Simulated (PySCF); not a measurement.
Trend along the fourth-period p block: MH anions

CCSD(T) with double-zeta basis sets in PySCF, for the lowest determinant that a PBE0 search found; no spin–orbit coupling. De refers to high-spin ground-configuration atoms (the charge goes to the atom of lower measured ionisation energy or higher electron affinity, which is not always the lowest computed limit).

```csv
M,basis,"reference, frozen orbitals",charged atom,state (unpaired electrons),Re (Å),ωe (cm⁻¹),De (eV)
Ge,aug-cc-pVDZ-PP/aug-cc-pVDZ,"UHF, 4",Ge−,triplet (π ↑↑),1.637,1663,2.63
As,aug-cc-pVDZ-DK,"UHF, 9",As−,doublet (π ↑),1.553,2026,n/a
Se,def2-SVPD,"RHF, 9",Se−,singlet (closed shell),1.476,2381,n/a
Br,def2-SVPD,"UHF, 9",Br−,doublet (σ ↑),2.477,357,0.11
```

The shortest bond is that of SeH⁻ (1.476 Å), the longest that of HBr⁻ (2.477 Å).

The rows differ in basis set, which adds steps of its own.

The state changes along the series, so neighbouring rows are not always alike in their bonding.

Correlated steps freeze the inner cores (4 to 9 orbitals); shallow outer-core shells are correlated. Weak bonds: HBr⁻. Basis-set superposition, not corrected here, can be much of De in a small basis, most of all at correlated wavefunction levels. Spin–orbit coupling is left out. For an ion De counts to the pair picked by the measured ionisation energies or electron affinities, which need not be the lowest pair at this level. States were picked by a PBE0 search and need not be the measured ground states.
